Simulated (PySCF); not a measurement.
**Ionisation energy of Bi⁺ by level of theory**

Bi⁺ [Xe] 4f14 5d10 6s2 6p2 (3P) → Bi²⁺ [Xe] 4f14 5d10 6s2 6p1 (2P), as a difference of total energies. Computed with PySCF 2.14 in aug-cc-pV5Z-PP with ECP60MDF, with a scalar-relativistic core potential. Correlated levels: valence: 5s2 5p6 5d10 frozen. The calculations carry no spin-orbit coupling.

| method | ionisation energy (eV) |
| --- | --- |
| UHF | 15.307 |
| LDA | 15.978 |
| PBE | 15.761 |
| PBE0 | 15.821 |
| r2SCAN | 15.912 |
| MN15 | 15.864 |
| r2SCAN0 | 15.959 |
| BLYP | 15.622 |
| MP2 (valence) | 15.624 |
| SCS-MP2 (valence) | 15.565 |

How much does correlation contribute at MP2 (valence)?

15.624 − (15.307) = 0.317 eV, measured against UHF.

Spin-orbit coupling is strong in these open shells (close to jj coupling). The scalar numbers leave it out and a first-order estimate fails, so it can dominate the gap to the real levels.

For comparison: 16.703 eV (measured; NIST Atomic Spectra Database, ionization energies).
